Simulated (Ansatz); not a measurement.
Basis-set series for AsBF3H3. The species carries charge 0 and has multiplicity 1. The bonds changed during the relaxation, so this is another structure than the one it started from. The structure was optimised at the PBE0-D4/def2-TZVP level.

Z-matrix (Å, degrees):
```
B
F 1 1.315
F 1 1.315 2 119.9
F 1 1.315 2 119.8 3 -172.3
As 1 3.120 2 92.3 3 93.9
H 5 1.517 1 122.6 2 61.2
H 5 1.517 1 122.5 2 -179.1
H 5 1.517 1 123.0 2 -59.0
```

```json
{"functional": "PBE0-D4", "basis": "def2-TZVPP", "functions": "214", "energy (Eh)": "-2561.78308", "HOMO (eV)": "-8.24", "LUMO (eV)": "0.36"}
{"functional": "PBE0-D4", "basis": "def2-QZVPP", "functions": "407", "energy (Eh)": "-2561.84837", "HOMO (eV)": "-8.27", "LUMO (eV)": "0.14"}
{"functional": "ωB97M-V", "basis": "def2-TZVPP", "functions": "214", "energy (Eh)": "-2562.16105", "HOMO (eV)": "-10.41", "LUMO (eV)": "1.89"}
{"functional": "ωB97M-V", "basis": "def2-QZVPP", "functions": "407", "energy (Eh)": "-2562.22415", "HOMO (eV)": "-10.44", "LUMO (eV)": "1.50"}
```

(1) Give the rows for def2-SVP. (Best estimate.)

Answers

(1) Computed: 
```json
{"functional": "PBE0-D4", "basis": "def2-SVP", "functions": "103", "energy (Eh)": "-2561.10991", "HOMO (eV)": "-8.16", "LUMO (eV)": "0.55"}
{"functional": "ωB97M-V", "basis": "def2-SVP", "functions": "103", "energy (Eh)": "-2561.48119", "HOMO (eV)": "-10.32", "LUMO (eV)": "2.53"}
```

Positive LUMOs are unbound and depend on the basis. Scalar relativity is left out up to krypton.
